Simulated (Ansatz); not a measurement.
Job for Ansatz (a first-principles code): R-revPBE/def2-TZVPP on Cl3H4NSi2 (SMILES [SiH3]N[Si](Cl)(Cl)Cl).

Ansatz 0.2 input:
```yaml
crystal:
  periodic: [false, false, false]
  atoms:
    - {symbol: Si, position_ang: [1.40999049, -0.27229742, 0.42468957]}
    - {symbol: N, position_ang: [-0.00877500, -0.41220982, -0.48311725]}
    - {symbol: Si, position_ang: [-1.53230009, 0.42759543, -0.31169856]}
    - {symbol: Cl, position_ang: [3.01696096, 0.23134614, -0.73846166]}
    - {symbol: Cl, position_ang: [1.09935722, 1.18457331, 1.82339308]}
    - {symbol: Cl, position_ang: [1.90069324, -2.01919166, 1.37234054]}
    - {symbol: H, position_ang: [0.02354378, -1.08717527, -1.23592367]}
    - {symbol: H, position_ang: [-2.12443535, 0.19441018, 1.02215167]}
    - {symbol: H, position_ang: [-2.41499303, -0.12975096, -1.36003528]}
    - {symbol: H, position_ang: [-1.37014223, 1.88280007, -0.51323844]}
basis:
  gaussian:
    orbitals: def2-TZVPP
hamiltonian:
  xc: {name: revPBE}
scf: {lower_state_search: off}
```

**Question.** What total energy does the run end on?

**Answer.** -2016.6415 hartree.

**Question.** How many basis functions does it have, and what does it roughly cost on one machine?

**Answer.** 297 functions; roughly 6 core-seconds.
